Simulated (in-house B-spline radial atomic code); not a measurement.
Ionising Cu XXVI (Cu25+) with different functionals

Computed with an all-electron radial atomic-structure program (B-spline basis): scalar-relativistic (spin-free X2C) Hamiltonian, Fermi nucleus of rms radius 3.8823 fm, spin-polarised at highest spin, spherical fractional occupations for the functionals. The ionisation energy is the difference of two self-consistent energies, [He] 2s2 → [He] 2s1, without Breit or QED terms; ε is the level of the shell that loses the electron (its least bound occupied spin orbital).

| method | rung | ΔSCF (eV) | -ε(2s) (eV) |
| --- | --- | --- | --- |
| LDA PW92 | LDA | 2472.0 | 2428.5 |
| LDA exchange-only | LDA | 2468.3 | 2425.6 |
| BP86 | GGA | 2476.8 | 2433.3 |
| PBE0 | global hybrid | 2476.0 | 2443.1 |
| LC-wPBE | range-separated hybrid | 2476.6 | 2438.6 |
| HSE06 | range-separated hybrid | 2476.0 | 2442.6 |

Q: Among the functionals, which spreads more, the ΔSCF values or the orbital energies?

A: The orbital energies: ΔSCF values span about 8.5 eV and the orbital energies 17.4 eV.

Q: How do they compare with the NIST value?

A: NIST lists 2479 eV ± 2.2 (semi-empirical, ground level to ground level). Errors run from -10.8 to -2.3 eV; BP86 is closest (-2.3 eV), though others lie within the uncertainty of it, and part of that can be cancellation, since the calculations leave out Breit-QED terms, the near-degeneracy of s² and p².
